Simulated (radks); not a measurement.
Polarisability of neutral aluminium, [Ne] 3s2 3p1, at imaginary frequency. All-electron calculation, scalar-relativistic Kohn-Sham, PBE, spin-polarised, spherical densities, finite nucleus; open shells are filled with parallel spins first; Fermi nuclear charge, rms radius 3.061 fm. Program: a radial shooting solver on a logarithmic mesh with Libxc functionals. Response by self-consistent Sternheimer equations with the Hartree and adiabatic LDA kernel, the relativistic mass of each level held fixed and spin-orbit coupling left out.

| w (hartree) | alpha1(iw) (bohr^3) |
|---|---|
| 0.00266 | 66.68 |
| 0.0143 | 66.06 |
| 0.0360 | 62.96 |
| 0.0697 | 55.36 |
| 0.118 | 43.96 |
| 0.186 | 31.52 |
| 0.280 | 20.47 |
| 0.413 | 12.15 |
| 0.605 | 6.705 |
| 0.892 | 3.502 |
| 1.35 | 1.756 |
| 2.12 | 0.8523 |
| 3.59 | 0.3901 |
| 6.94 | 0.1469 |
| 17.5 | 0.03143 |

Static values: alpha1 = 66.70 bohr^3 (9.884 angstrom^3; uncoupled 96.61). C6 = 584.2, triple-dipole C9 = 27820 atomic units. One-pole (London) frequency 4 C6 / (3 alpha1^2) = 0.175 hartree, against 0.111 for minus the highest occupied eigenvalue. Recommended static value: 57.8 bohr^3 (Schwerdtfeger and Nagle, 2023 table).
